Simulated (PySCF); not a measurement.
## Electronic structure of Gd²⁺ (gadolinium, charge +2) at the M06-2X level

Configuration: [Xe] 4f7 6s1, high-spin 9S determinant (an excited configuration). Calculation: PySCF 2.14, in ANO-RCC-VTZP; scalar relativity by spin-free X2C-1e.

```
Total energy                        : -11270.77 hartree
One-electron energy                 : -15365.41 hartree
Hartree (Coulomb) energy            : 4348.11 hartree
Exchange-correlation energy         : -253.46 hartree
⟨S²⟩                                : 20.0092
⟨L²⟩                                : 0.000
Sum of ⟨r⟩                          : 37.01 bohr
Sum of ⟨r²⟩                         : 48.15 bohr²
Langevin diamagnetic susceptibility : -38.1 ×10⁻⁶ cm³/mol
Time after the integrals            : about 7 core-seconds
```

| shell | electrons | mean orbital energy (hartree) | rms radius, mean of both spins (bohr) |
| --- | --- | --- | --- |
| 1s α | 1 | -1846.45866 | 0.0249 |
| 1s β | 1 | -1846.45552 | 0.0249 |
| 2s α | 1 | -307.34238 | 0.101 |
| 2s β | 1 | -307.33574 | 0.101 |
| 2p α | 3 | -274.27231 | 0.0906 |
| 2p β | 3 | -274.26751 | 0.0906 |
| 3s α | 1 | -69.45353 | 0.261 |
| 3s β | 1 | -69.31776 | 0.261 |
| 3p α | 3 | -59.10884 | 0.261 |
| 3p β | 3 | -58.96274 | 0.261 |
| 3d α | 5 | -45.10119 | 0.239 |
| 3d β | 5 | -44.96005 | 0.239 |
| 4s α | 1 | -14.92708 | 0.589 |
| 4s β | 1 | -14.66559 | 0.589 |
| 4p α | 3 | -11.47566 | 0.625 |
| 4p β | 3 | -11.18533 | 0.625 |
| 4d α | 5 | -6.59889 | 0.688 |
| 4d β | 5 | -6.21187 | 0.688 |
| 5s α | 1 | -2.76553 | 1.41 |
| 5s β | 1 | -2.57276 | 1.41 |
| 5p α | 3 | -1.81221 | 1.64 |
| 5p β | 3 | -1.67638 | 1.64 |
| 4f α | 7 | -1.25530 | 0.940 |
| 6s α | 1 | -0.66151 | 3.59 |

Spin-orbit coupling, which splits the p, d and f shells strongly at this Z, is absent.

Densities and radii are taken from the X2C orbitals without a picture-change correction, which distorts them close to the nucleus.
